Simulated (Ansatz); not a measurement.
Cost and result up the ladder for (Cl2Al-mu-PH2)3 (Al₃P₃H₆Cl₆) (18 atoms). The state is a singlet with charge 0. Geometry: PBE-D4/def2-SVP.

Cartesian coordinates in Å:
```
Al 0.4720 1.5141 1.6389
Cl -1.3180 0.7473 2.5274
Cl 1.6485 2.9623 2.6461
P -0.3456 2.2648 -0.5014
Al -0.7822 0.4991 -2.0845
Cl -2.2732 1.0034 -3.5046
Cl 1.1966 -0.0153 -2.7108
P -1.4402 -1.3276 -0.6542
Al 0.3689 -2.4034 0.5385
Cl 1.3231 -3.6730 -0.8694
Cl -0.2707 -3.1784 2.4071
P 1.7219 -0.4618 1.0478
H -1.4890 3.0843 -0.2572
H 0.5234 3.2047 -1.1325
H -2.0725 -2.2978 -1.4909
H -2.5194 -0.9641 0.2043
H 2.6903 -0.1883 0.0372
H 2.5661 -0.7703 2.1582
```

Ansatz on 4 threads of Arm Neoverse V1 on a shared host. Times are rough, and most runs start from the orbitals of an earlier one. PBE0-D4/def2-TZVP serves as the yardstick here, not as an exact answer. Differences are given only for rows in sets of like size (and for xTB, whose basis is part of the method), since another set adds its own error. Binding counts from free atoms at the same level (Al doublet, Cl doublet, P quartet, H doublet; other spins of the atoms weren't run), without zero-point energy or a counterpoise term.

B3LYP takes the VWN-RPA correlation. Correlated methods freeze 60 core orbitals. The rows differ in basis, and correlated rows in double-zeta sets carry the largest basis error.

Correlated methods converge slowly with the basis, most of all in double-zeta sets.

```csv
level,functions,binding energy per atom (eV),difference from PBE0-D4/def2-TZVP (eV)
PBE-D4/def2-SVP,246,3.26,–
HF/6-31G,168,1.85,–
MP2/def2-SVP,246,3.01,–
r2SCAN-D4/def2-TZVP,480,3.26,0.03
PBE0-D4/def2-TZVP (with forces),480,3.23,0.00
B3LYP-D4/6-31G,168,2.79,–
HF/STO-3G,114,3.50,–
PBE-D4/def2-TZVP,480,3.24,0.02
PBE0-D4/def2-SVP,246,3.24,–
```

(1) Estimate how long each takes.

## Answers

(1) HF/STO-3G 1.7 s; HF/6-31G 5.5 s; PBE-D4/def2-SVP 7.5 s; B3LYP-D4/6-31G 9 s; PBE0-D4/def2-SVP 14 s; MP2/def2-SVP 15 s; PBE-D4/def2-TZVP 18 s; r2SCAN-D4/def2-TZVP 37 s; PBE0-D4/def2-TZVP (with forces) 60 s. On shared hardware such times vary by a factor of up to 3.
